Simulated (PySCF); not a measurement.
Compound: C₆H₄FN₃.
Bonds: F1–C2, C2–C3 (aromatic), C3–C4 (aromatic), C4–C5 (aromatic), C5–C6 (aromatic), C6–N7 (aromatic), N7–N8 (aromatic), N8–N9 (aromatic), N9–C10 (aromatic), C2–C10 (aromatic), C6–C10 (aromatic). Hydrogens: H11 on C3; H12 on C4; H13 on C5; H14 on N9.

NICS = −σ at a ghost point: NICS(0) at the centroid of the ring atoms, NICS(1) 1 Å to either side along the normal of their mean plane, zz for the tensor component along that normal. Level: GIAO PBE0/pcSseg-1 (PySCF, non-relativistic, gas phase) on the GFN2-xTB geometry, one conformer.

Rings: 1. C2–C3–C4–C5–C6–C10; 2. C6–N7–N8–N9–C10.

```csv
set,NICS(0),"NICS(1), two faces","NICS(1)zz, two faces"
P,-12.3,-12.4 / -12.4,-30.1 / -30.1
Q,-13.9,-13.8 / -13.8,-34.8 / -34.8
```

Task: Which set (ppm) belongs to which ring?

Result: P = 1, Q = 2.
- 1 (6-membered carbocycle; formal bonds all aromatic): mean NICS(1)zz -30.1 ppm, shielded. The ring is flat and has no four-coordinate atom; by the NICS criterion it is aromatic, though in fused rings the probe also feels the neighbouring ring.
- 2 (5-membered ring with 3 N; formal bonds all aromatic): mean NICS(1)zz -34.8 ppm, shielded. For a flat ring without four-coordinate atoms the NICS criterion counts such a value as aromatic, though in fused rings the probe also feels the neighbouring ring.

Task: How do the rings differ in shape?

Result: 
```
ring                          bond lengths (Å)  rms pucker (Å)  HOMA  nearest outside atom to a NICS(1) probe (Å)
   1  1.373, 1.402, 1.374, 1.395, 1.420, 1.389            0.00  0.93                                hydrogen 2.64
   2         1.364, 1.262, 1.339, 1.359, 1.420            0.00  0.84                                hydrogen 2.36
```

HOMA = 1 − mean of α(R − Ropt)² over the ring bonds, with Krygowski's 1993 parameters (CC: Ropt 1.388 Å, α 257.7 Å⁻²; CN: Ropt 1.334 Å, α 93.52 Å⁻²; NN: Ropt 1.309 Å, α 130.33 Å⁻²).
